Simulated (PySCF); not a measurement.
Li2, charge +1, doublet, at a GFN2-xTB geometry (such geometries of metal compounds can be far from the true shape) (a state made from the parent by changing its charge; the spin is typed, not shown lowest); DF-BLYP/6-31+G* run with PySCF.

The PySCF input:
```python
from pyscf import gto, scf, dft

mol = gto.M(
    atom='''
Li   -0.00000000   -0.00000000   -1.37032182
Li    0.00000000    0.00000000    1.37032182
''',
    basis='6-31+g*',
    charge=1,
    spin=1,
    verbose=4,
)

mf = dft.UKS(mol)
mf.xc = 'blyp'
mf = mf.density_fit(auxbasis='def2-universal-jkfit')
mf.kernel()
mf.analyze()
```

Problem. Predict the main parts of the log of this PySCF run.

Solution. 
```
PySCF version 2.14.0

[INPUT] verbose = 4
[INPUT] num. atoms = 2
[INPUT] num. electrons = 5
[INPUT] charge = 1
[INPUT] spin (= nelec alpha-beta = 2S) = 1
[INPUT] symmetry False subgroup None
[INPUT] Mole.unit = angstrom
[INPUT] Symbol           X                Y                Z      unit          X                Y                Z       unit  Magmom
[...]
nuclear repulsion = 1.73776511063657
number of shells = 16
number of NR pGTOs = 62
number of NR cGTOs = 36
basis = 6-31+g*
ecp = {}

******** <class 'pyscf.df.df_jk.DFUKS'> ********
method = DFUKS
initial guess = minao
damping factor = 0
level_shift factor = 0
DIIS = <class 'pyscf.scf.diis.CDIIS'>
diis_start_cycle = 1
diis_space = 8
diis_damp = 0
SCF conv_tol = 1e-09
SCF conv_tol_grad = None
SCF max_cycles = 50
direct_scf = False
number electrons alpha = 3  beta = 2
XC library pyscf.dft.libxc version 7.1.2
    S. Lehtola, C. Steigemann, M. J. T. Oliveira, and M. A. L. Marques,  SoftwareX 7, 1–5 (2018)
XC functionals = blyp
    A. D. Becke,  Phys. Rev. A 38, 3098 (1988)
    C. Lee, W. Yang, and R. G. Parr,  Phys. Rev. B 37, 785 (1988)
    B. Miehlich, A. Savin, H. Stoll, and H. Preuss,  Chem. Phys. Lett. 157, 200 (1989)
radial grids:
    Treutler-Ahlrichs [JCP 102, 346 (1995); DOI:10.1063/1.469408] (M4) radial grids

becke partition: Becke, JCP 88, 2547 (1988); DOI:10.1063/1.454033
pruning grids: <function nwchem_prune>
grids dens level: 3
symmetrized grids: False
atomic radii adjust function: <function treutler_atomic_radii_adjust>
small_rho_cutoff = 0
Set gradient conv threshold to 3.16228e-05
tot grids = 27448
init E= -14.972326054273

cycle= 1 E= -14.7942684663867  delta_E= 0.178  |g|= 0.0352  |ddm|= 0.787
cycle= 2 E= -14.8004193771449  delta_E= -0.00615  |g|= 0.00685  |ddm|= 0.266
cycle= 3 E= -14.8004670513749  delta_E= -4.77e-05  |g|= 0.000234  |ddm|= 0.0468
cycle= 4 E= -14.8004672739587  delta_E= -2.23e-07  |g|= 3.36e-05  |ddm|= 0.00175
cycle= 5 E= -14.8004672777402  delta_E= -3.78e-09  |g|= 2.51e-07  |ddm|= 0.000314
cycle= 6 E= -14.8004672777403  delta_E= -1.71e-13  |g|= 2.97e-08  |ddm|= 1.29e-06
Extra cycle  E= -14.8004672777404  delta_E= -1.78e-14  |g|= 3.18e-09  |ddm|= 1.62e-07
converged SCF energy = -14.8004672777404  <S^2> = 0.75000273  2S+1 = 2.0000027
**** SCF Summaries ****
Total Energy =                         -14.800467277740353
Nuclear Repulsion Energy =               1.737765110636566
One-electron Energy =                  -21.739577292196550
Two-electron Energy =                    5.201344903819633
Two-electron Coulomb Energy =            8.757230272024948
DFT Exchange-Correlation Energy =       -3.555885368205315
**** MO energy ****
                             alpha | beta                alpha | beta
[...]
To work with the spin densities directly, `use mulliken_meta_spin()` only printing them here.

 ** Mulliken spin pop alpha/beta on meta-lowdin orthogonal AOs **
 ** Mulliken Spin Density (per AO)  **
spin_pop of  0 Li 1s        0.00034
spin_pop of  0 Li 2s        0.39778
spin_pop of  0 Li 3s        0.00879
spin_pop of  0 Li 4s        0.01146
spin_pop of  0 Li 2px       0.00000
spin_pop of  0 Li 2py       0.00000
spin_pop of  0 Li 2pz       0.04565
spin_pop of  0 Li 3px       0.00000
spin_pop of  0 Li 3py       0.00000
spin_pop of  0 Li 3pz       0.01679
spin_pop of  0 Li 4px       0.00000
spin_pop of  0 Li 4py      -0.00000
spin_pop of  0 Li 4pz       0.01651
spin_pop of  0 Li 3dxy      0.00000
spin_pop of  0 Li 3dyz      0.00000
spin_pop of  0 Li 3dz^2     0.00268
spin_pop of  0 Li 3dxz      0.00000
spin_pop of  0 Li 3dx2-y2    0.00000
spin_pop of  1 Li 1s        0.00034
spin_pop of  1 Li 2s        0.39778
spin_pop of  1 Li 3s        0.00879
spin_pop of  1 Li 4s        0.01146
spin_pop of  1 Li 2px       0.00000
spin_pop of  1 Li 2py       0.00000
spin_pop of  1 Li 2pz       0.04565
spin_pop of  1 Li 3px       0.00000
spin_pop of  1 Li 3py       0.00000
spin_pop of  1 Li 3pz       0.01679
spin_pop of  1 Li 4px       0.00000
spin_pop of  1 Li 4py      -0.00000
spin_pop of  1 Li 4pz       0.01651
spin_pop of  1 Li 3dxy      0.00000
spin_pop of  1 Li 3dyz      0.00000
spin_pop of  1 Li 3dz^2     0.00268
spin_pop of  1 Li 3dxz      0.00000
spin_pop of  1 Li 3dx2-y2    0.00000
 ** Mulliken Spin Density (per atom)  **
spin density of  0 Li =      0.50000
spin density of  1 Li =      0.50000
 ** Mulliken pop alpha/beta on meta-lowdin orthogonal AOs **
 ** Mulliken pop       alpha | beta **
[...]
In total             3.00000 | 2.00000
 ** Mulliken atomic charges   ( Nelec_alpha | Nelec_beta ) **
charge of  0Li =      0.50000  (     1.50000      1.00000 )
charge of  1Li =      0.50000  (     1.50000      1.00000 )

WARN: System has nonzero charge 1; the dipole moment is origin-dependent.
Location of origin: [0. 0. 0.]

Dipole moment(X, Y, Z, Debye):  0.00000,  0.00000,  0.00000
```
